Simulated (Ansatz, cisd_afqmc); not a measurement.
Species: Sc, charge 0, doublet.

Total energies in def2-QZVPP, 3 correlated electrons, 9 frozen orbitals. Radicals and triplets start from unrestricted determinants; spin-orbit coupling is neglected. Cores are frozen in correlated methods (noble-gas shells, and filled d and f shells in the p block). No relativity. The Monte Carlo rows (phaseless AFQMC, CISD trial, step 0.005/hartree) carry one-sigma bars that omit the constraint's bias. Outlying blocks are dropped, and bars are widened where a walk drifts. Over all cases where full CI ran beside it in this data, AFQMC minus full CI had a median of +0.1 mEh and passed +0.4 mEh in a tenth of the cases. The determinant of Sc ([Sc], doublet) is a saddle point of the SCF energy; a lower one exists, which strains HF and MP2. Open-shell metal atoms are single determinants of the lowest configuration found, not pure terms.

| method | program | energy (Eh) | minus CCSDT (mEh) |
|---|---|---|---|
| HF | Ansatz | -759.74013 | 41.76 |
| MP2 | Ansatz | -759.76992 | 11.97 |
| CCSD | Ansatz | -759.78021 | 1.68 |
| CCSD(T) | Ansatz | -759.78135 | 0.54 |
| CCSDT | Ansatz | -759.78189 | 0.00 |
| AFQMC/CISD | cisd_afqmc | -759.7813 ± 0.0001 | 0.6 ± 0.1 |

Ansatz is a program for electronic structure.
